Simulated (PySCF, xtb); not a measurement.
F₄Se, SMILES F[Se+](F)(F)F, charge +1, multiplicity 2.

Harmonic wavenumbers (cm⁻¹) from GFN2-xTB (xtb) at its own minimum, in rising order: 143, 145, 182, 251, 254, 287, 371, 534, 562.

Task: What does PBE0-D3(BJ)/def2-SVP (PySCF) give at its own minimum? (An estimate is asked for; the answer gives what the named calculation found.)

Result: 191, 193, 285, 318, 337, 569, 601, 805, 818. Paired by order, the mean absolute difference is 154 cm⁻¹ and the zero-point energies are 3.9 and 5.9 kcal/mol.
